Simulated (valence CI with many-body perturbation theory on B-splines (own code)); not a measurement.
**Er³⁶⁺: fill in the table**

Level of theory: relativistic CI+MBPT: four valence electrons over a frozen Dirac-Fock core [Ar] 3d10, a basis of 11 s, 11 p, 10 d, 8 f, 5 g, 2 h functions for each j, with the one-electron correlation potential Σ1, the two-electron term Σ2, the three-electron term Σ3, Breit, model QED; selected CI, second order for the rest, scaled by the run's own slope (own B-spline code, finite nucleus).

No measured spectrum was set against this ion. As an estimate, large intervals hold to a few tenths of a per cent, small ones and those within an open d or f shell to about a per cent. Among the levels kept, up to 390 cm⁻¹ of a level comes from second order outside the variational space, and about a tenth of that is noise between levels of different J, which matters for small intervals.

```
                     Level  E (eV)
        (4s^2 4p1/2^2) J=0    0.00
    (4s^2 4p1/2 4p3/2) J=1   56.80
    (4s^2 4p1/2 4p3/2) J=2       ?
        (4s^2 4p3/2^2) J=2  120.20
        (4s^2 4p3/2^2) J=0       ?
    (4s 4p1/2^2 4p3/2) J=2  137.95
    (4s 4p1/2^2 4p3/2) J=1  150.86
    (4s^2 4p1/2 4d3/2) J=2       ?
(4s 4p1/2 4p3/2^2) J=2 [a]  189.86
    (4s 4p1/2 4p3/2^2) J=3       ?
    (4s^2 4p1/2 4d3/2) J=1  203.23
    (4s 4p1/2 4p3/2^2) J=0  205.86
    (4s^2 4p1/2 4d5/2) J=2  211.56
(4s 4p1/2 4p3/2^2) J=1 [a]  212.25
    (4s^2 4p1/2 4d5/2) J=3       ?
(4s 4p1/2 4p3/2^2) J=2 [b]  216.84
(4s 4p1/2 4p3/2^2) J=1 [b]       ?
          (4s 4p3/2^3) J=2  257.38
    (4s^2 4p3/2 4d3/2) J=1  260.03
    (4s^2 4p3/2 4d3/2) J=2  260.12
```

Levels are named by their leading jj configuration (3d3/2^4 stands for four electrons in 3d with j = 3/2), which in mixed levels can hold well under half, so a name can repeat and another be missing. Letters in brackets count levels of one name in rising energy.

Question: The levels stand in rising order. What does the calculation give for the missing energies?

Answer: (4s^2 4p1/2 4p3/2) J=2 60.56; (4s^2 4p3/2^2) J=0 128.45; (4s^2 4p1/2 4d3/2) J=2 188.53; (4s 4p1/2 4p3/2^2) J=3 197.09; (4s^2 4p1/2 4d5/2) J=3 213.33; (4s 4p1/2 4p3/2^2) J=1 [b] 216.89.
